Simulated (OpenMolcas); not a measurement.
**Co2+: ligand-field states by method**

Co2+ with 6 ligands (water) in octahedral coordination (Th) at 2.1 Å. Ligand basis ANO-RCC-VDZP.
```
Co    0.0000    0.0000    0.0000
O     2.1000    0.0000    0.0000
H     2.6770    0.7797    0.0000
H     2.6770   -0.7797    0.0000
O     0.0000    2.1000    0.0000
H     0.0000    2.6770    0.7797
H     0.0000    2.6770   -0.7797
O    -2.1000    0.0000    0.0000
H    -2.6770    0.7797    0.0000
H    -2.6770   -0.7797    0.0000
O     0.0000   -2.1000    0.0000
H     0.0000   -2.6770    0.7797
H     0.0000   -2.6770   -0.7797
O     0.0000    0.0000    2.1000
H     0.7797    0.0000    2.6770
H    -0.7797    0.0000    2.6770
O     0.0000    0.0000   -2.1000
H     0.7797    0.0000   -2.6770
H    -0.7797    0.0000   -2.6770
```

- Program: OpenMolcas 26.06
- Basis: ANO-RCC-VDZP [5s4p2d1f]
- Scalar Hamiltonian: DKH2, point nucleus
- Active space: 7 electrons in 5 orbitals (3d)
- State averaging: 2S+1 = 4 even, 10 roots; 2S+1 = 2 even, 40 roots
- Spin-orbit coupling: state interaction with AMFI integrals over the reference wave functions

I. CASSCF
II. SS-CASPT2, IPEA 0.25 Eh, imaginary shift 0.1 Eh (closed shells correlated: 3s 3p and the ligand valence shells)
III. SS-CASPT2, IPEA 0.25 Eh, sigma2 regulariser 0.3 Eh (closed shells correlated: 3s 3p and the ligand valence shells)

Spin-free states (labels of O, taken over from Oh, the nearest higher group) in cm-1, each column counted from its own energy of the first state listed:

| State | Degeneracy | I | II | III |
| --- | --- | --- | --- | --- |
| 4T1 | 3 | 0 | 0 | 0 |
| 4T2 | 3 | 5780 | 6740 | 6740 |
| 4A2 | 1 | 12642 | 15530 | 15530 |
| 2E | 2 | 15510 | 12660 | 12660 |
| 2T1 | 3 | 20054 | 17320 | 17320 |
| 2T2 | 3 | 20260 | 17250 | 17250 |
| 4T1 | 3 | 23008 | 20840 | 20850 |
| 2A1 | 1 | 23967 | 21960 | 21960 |
| 2T1 | 3 | 25816 | 20820 | 20820 |
| 2T2 | 3 | 28277 | 25620 | 25630 |
| 2T1 | 3 | 28751 | 27380 | 27380 |
| 2E | 2 | 30744 | 28650 | 28670 |
| 2T2 | 3 | 33716 | 31310 | 31310 |
| 2E | 2 | 33915 | 32770 | 32770 |
| 2T1 | 3 | 34040 | 33200 | 33200 |
| 2T2 | 3 | 46510 | 40570 | 40590 |
| 2T1 | 3 | 47236 | 42260 | 42270 |
| 2A2 | 1 | 48058 | 42840 | 42840 |
| 2E | 2 | 71676 | 63390 | 63440 |
| 2T2 | 3 | 71748 | 62940 | 63020 |

From I to II, I's first state of the same spin (4T2) moves from 5780 to 6740 cm-1, by about +960 cm-1.

From I to II, I's first state of another spin (2E) moves from 15510 to 12660 cm-1, by about -2900 cm-1.

I: A least-squares ligand-field fit to the states below 45000 cm-1, each weighted by its degeneracy and with a free common offset, gives 10Dq = 6553 cm-1, B = 1217 cm-1 and C = 4478 cm-1 (C/B = 3.68), with an rms deviation of 107 cm-1. The same method and metal basis give the free ion B = 1230 cm-1 (fit to its terms below 60000 cm-1, rms deviation 20 cm-1), so the nephelauxetic ratio is β = 1217 / 1230 = 0.99; it hangs on how both fits weigh the states, and computed free-ion B values tend to be too large, so β mixes covalency with correlation.

χT at 300 K: I 3.62, II 3.58, III 3.58 cm3 K/mol.

Roots that are degenerate in the reference are averaged as groups; the widest CASPT2 spread within a group is 360 cm-1 (the 3-fold group of multiplicity 4 near 6740 cm-1 above the lowest state of its run, II). Shifts and gaps below about the spread of the groups concerned are not significant. Over all roots computed the reference weight is 0.70 to 0.71 in II, 0.70 to 0.71 in III; a low but even weight reflects the number of correlated electrons. An orbital triplet at a regular site is open to Jahn-Teller coupling, which can distort the site and quench the lowest spin-orbit gaps and is left out. Ligand-to-metal charge-transfer states are missing. Without dynamic correlation the repulsion within the d shell is too large (B by tens of per cent), so at a given field states of lower spin stand too high (holds for I). With no ligand orbital active B as a rule stays too high, so bands that hang on it stand too high and its fall with covalency is understated (holds for I). With metal d orbitals alone and no dynamic correlation the field as a rule comes out too small, by tens of per cent, by up to half for chloride and softer ligands, and with too little covalency χT stands high (holds for I). A single d shell leaves out the double-shell effect, which counts most for late 3d ions, where the CASPT2 field can be off either way by tens of per cent (holds for II; III). These CASPT2 states fit no ligand-field parameters well, so their order and spin gaps are uncertain (holds for II; III). For late 3d ions with one d shell CASPT2 can put B and the spin-flip bands somewhat low as well as high (holds for II; III). With one d shell and no ligand orbital active, 10Dq can be off by tens of per cent for divalent 3d ions, low with halides held by bare charges and at times high in hosts (holds for II; III). Free-ion shares, where given, are those of the reference states; single-state CASPT2 does not remix them (holds for II; III). No measured value stands beside these numbers; the geometry was imposed, not optimised, and the real ion may take another.
